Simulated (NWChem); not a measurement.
Molecule: C4H5O3, doublet; SMILES C1([CH]OC(=O)O1)C

```xyz
12

C     -0.5695     2.1275     0.5178
C     -0.0849     1.0774    -0.4654
C      1.2783     0.5207    -0.1980
O      1.1364    -0.7823     0.1659
C     -0.1682    -1.1591     0.0086
O     -0.5750    -2.2544     0.1966
O     -0.8904    -0.1006    -0.3837
H      0.0512     3.0323     0.4350
H     -1.6119     2.4016     0.3008
H     -0.5081     1.7527     1.5501
H     -0.1790     1.4671    -1.4961
H      2.1453     1.0461     0.2013
```
Atoms are numbered in this order, from 1.

Results from NWChem. Spin-unrestricted. Medium grid unless said otherwise, to which SCAN and Minnesota functionals are sensitive. Structure relaxed at the PBE0/def2-SVP, spin-unrestricted level. No frequency run checked for a minimum. No stability test was run on the SCF state.

For level UHF/def2-SVP:

```yaml
highest occupied level (eV): -10.10
lowest empty minus highest occupied level, either spin (eV): 13.23
dipole (D): 5.64
```

How do the values read with level M06/def2-SVP instead?

The highest occupied level (eV) is -5.94 and the lowest empty minus highest occupied level, either spin (eV) comes out as 4.19. The dipole (D) is 4.93.
